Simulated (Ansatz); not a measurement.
System: sum formula YOF (charge 0, singlet). 
Coordinates optimised at B3LYP-D3(BJ)/def2-TZVP (Ansatz, an electronic-structure program):
SMILES: [O]=[Y][F]
```xyz
3

Y      0.1361    -0.1179     0.2673
O      1.2660    -0.1525    -1.1654
F     -1.7151     0.6464    -0.1222
```

Basis-set convergence of Hartree-Fock and CCSD(T) correlation energies (hartree) with Ansatz. Valence correlation only, unless marked. No spin-orbit coupling. The frozen core is the preceding noble-gas configuration, with the filled d and f shells of earlier blocks. Past Kr the def2 sets carry scalar-relativistic core potentials.

```tsv
basis	functions	E(HF)	E(corr, CCSD(T))	rough core time
def2-SVPD	80	-212.12640	-0.48439	under 20 s
def2-TZVPPD	136	-212.34466	-0.59314	under 20 s
def2-QZVPPD	213	-212.35563	-0.63626	26 s
```

Extrapolating the two largest sets (X = 3 and 4) as X^-3: E(corr) = (64·(-0.63626) - 27·(-0.59314))/37 = -0.6677 Eh, an estimate of the basis-set limit. The largest set recovers 95.3 % of it, the smallest 72.5 %.
